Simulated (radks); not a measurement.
Question: The table gives one normalised radial function P(r) = r R(r) (large component) of Sm in [Kr] 4d10 4f6 5s1 5p6 6s2 5f1 (r in bohr). All-electron calculation, Dirac Kohn-Sham, PBEsol, spin-unpolarised, spherical densities, finite nucleus; open shells fill j = l - 1/2 first; Fermi nuclear charge, rms radius 5.0819 fm. Program: a radial shooting solver on a logarithmic mesh with Libxc functionals.

r           P
0.002772   0.0092
0.003941   0.0148
0.00556    0.0238
0.007905   0.0390
0.01124    0.0631
0.01598    0.0991
0.02273    0.1469
0.03232    0.1971
0.04595    0.2217
0.06534    0.1716
0.0929     0.0066
0.1321    -0.2233
0.1878    -0.3152
0.2649    -0.0700
0.3767     0.3672
0.5357     0.4255
0.7617    -0.1426
1.083     -0.7878
1.54      -0.8986
2.19      -0.5360
3.114     -0.1757
4.427     -0.0287
6.295     -0.0018
8.88      0.0000
12.63     0.0000
17.95     0.0000
25.53     0.0000
36.3       0.0000
51.61      0.0000

Which n and l does it have? It may be an empty orbital.

Answer: n = 5, l = 1: the number of nodes gives n - l - 1 = 3, the rise at small r points to l (for j = l - 1/2 the large component starts outside the nucleus as r^gamma with gamma = sqrt(l^2 - (Z/c)^2) = 0.89 and the r^(l+1) term takes over further out; the orbital of l - 1 with the same j starts with the same power, but with a larger coefficient, and does not steepen), and the extent must fit the shell. The curve is that of 5p1/2; the two j differ most near the nucleus, where j = l - 1/2 has the larger amplitude, and in heavy atoms j = l - 1/2 is also the more compact. 5p1/2: eigenvalue -34.734 eV, 3 radial nodes at r = 0.0939, 0.281, 0.711 bohr, <r> = 1.56 bohr, 90 % of the charge inside 2.27 bohr.
